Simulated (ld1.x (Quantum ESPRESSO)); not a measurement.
manganese TM: all-electron and pseudo phase curves

* Element: manganese
* Generator: ld1.x (Quantum ESPRESSO) 7.5
* Type: norm-conserving Troullier–Martins (Kleinman–Bylander form)
* Functional: LDA (PZ)
* Relativity: fully relativistic
* Frozen core: [Ne] 3s2
* Valence charge: 13
* Reference configuration: 3p6 3d5 4s2 4p0
* Partial waves: 4s (bound): rc 3.34 bohr; 3d (bound): rc 1.95 bohr; 3p (bound): rc 1.35 bohr
* Local potential: the p channel
* Core correction: none

Open shells are filled in proportion to 2j + 1 (rel_dist='average').

The phase is arctan(r·u′/u) with u = r·R(r), unwrapped; energies in Ry, scanned from -6 to 5 Ry. A pole is an energy at which the radial function vanishes at the test radius. The pseudo phase is shifted by a multiple of π to meet the all-electron one at the reference energy, and phase errors are pseudo minus all-electron; the curves can meet again beyond the range given. Levels narrower than the energy grid can be missing from the lists of poles. Where the grid stepped over a known ghost or core level, its pole and its step of π were put in at the level’s energy.

Q: For each channel, where are the poles, and over which energies does the pseudopotential scatter like the atom?

A:

| channel | radius (bohr) | reference energy (Ry) | poles, all-electron | poles, pseudo | unbroken range about the reference energy with phases within 0.05 rad | phase error 1 Ry above the reference energy (rad) |
| --- | --- | --- | --- | --- | --- | --- |
| s | 3.67 | -0.39 | 0.09, 3.74 | -4.92, 0.08, 2.96 | -4.9 to 1.0 | -0.013 |
| p1/2 | 3.67 | -4.07 | 0.69, 4.41 | 0.69, 4.38 | the whole range | +0.000 |
| p3/2 | 3.67 | -3.97 | 0.71, 4.45 | 0.69, 4.38 | below 2.0 | -0.000 |
| d3/2 | 3.67 | -0.52 | -0.49, 1.83 | -0.49, 1.90 | below 0.6 | +0.024 |
| d5/2 | 3.67 | -0.51 | -0.48, 1.84 | -0.48, 1.90 | below 0.7 | +0.025 |

Note: ghost state, extra bound levels that the all-electron valence spectrum of the same l lacks: s at -66.9 eV. A true bound ghost makes a file unfit for plane-wave use. The potential misses its own reference levels by up to 0.9 eV.

Phases in the d5/2 channel:

| E (Ry) | all-electron | pseudo |
| --- | --- | --- |
| -6.00 | 1.460 | 1.460 |
| -5.74 | 1.458 | 1.458 |
| -5.48 | 1.455 | 1.455 |
| -5.22 | 1.452 | 1.452 |
| -4.96 | 1.449 | 1.449 |
| -4.70 | 1.446 | 1.446 |
| -4.44 | 1.442 | 1.442 |
| -4.18 | 1.439 | 1.439 |
| -3.92 | 1.434 | 1.434 |
| -3.66 | 1.430 | 1.430 |
| -3.40 | 1.425 | 1.425 |
| -3.14 | 1.419 | 1.419 |
| -2.88 | 1.412 | 1.412 |
| -2.62 | 1.405 | 1.405 |
| -2.36 | 1.396 | 1.396 |
| -2.10 | 1.386 | 1.386 |
| -1.84 | 1.373 | 1.373 |
| -1.58 | 1.358 | 1.358 |
| -1.32 | 1.338 | 1.338 |
| -1.06 | 1.310 | 1.310 |
| -0.80 | 1.258 | 1.258 |
| -0.54 | 0.310 | 0.310 |
| -0.28 | -1.863 | -1.862 |
| -0.02 | -1.981 | -1.980 |
| 0.24 | -2.172 | -2.166 |
| 0.50 | -2.670 | -2.644 |
| 0.76 | -3.751 | -3.705 |
| 1.02 | -4.323 | -4.300 |
| 1.28 | -4.530 | -4.516 |
| 1.54 | -4.635 | -4.623 |
| 1.80 | -4.703 | -4.691 |
| 2.06 | -4.758 | -4.743 |
| 2.32 | -4.810 | -4.791 |
| 2.58 | -4.870 | -4.841 |
| 2.84 | -4.956 | -4.906 |
| 3.10 | -5.119 | -5.008 |
| 3.36 | -5.600 | -5.221 |
| 3.62 | -6.880 | -5.898 |
| 3.88 | -7.444 | -7.070 |
| 4.14 | -7.620 | -7.479 |
| 4.40 | -7.705 | -7.627 |
| 4.66 | -7.756 | -7.702 |
| 4.92 | -7.791 | -7.750 |
